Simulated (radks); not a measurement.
The manganese ion Mn+, [Ar] 3d5 4s1. All-electron calculation, non-relativistic Kohn-Sham, exchange-only LDA, spin-polarised, spherical densities, point nucleus. Program: a radial shooting solver on a logarithmic mesh with Libxc functionals. Every spin shell is full or empty, so the densities are truly spherical. Functionals are evaluated on that one density, not self-consistently. Rank these exchange functionals by their error against the exact value of the orbitals, and give that value: LDA, B88, PBE, PBEsol, revPBE, PW91, OPTX, WC, B86b, G96, EV93, APBE, revTPSS, Tao-Mo, TASK.

Answer. Exact: -50.6717 hartree. From best to worst, with 100 (|E| - |E exact|)/|E exact| (equal figures are ties): revPBE +0.01, PW91 +0.17, B88 +0.25, Tao-Mo -0.25, PBE -0.26, B86b +0.28, G96 +0.43, revTPSS -0.48, OPTX +0.64, EV93 +0.66, APBE +0.71, WC -1.02, TASK -2.64, PBEsol -2.76, LDA -6.41.
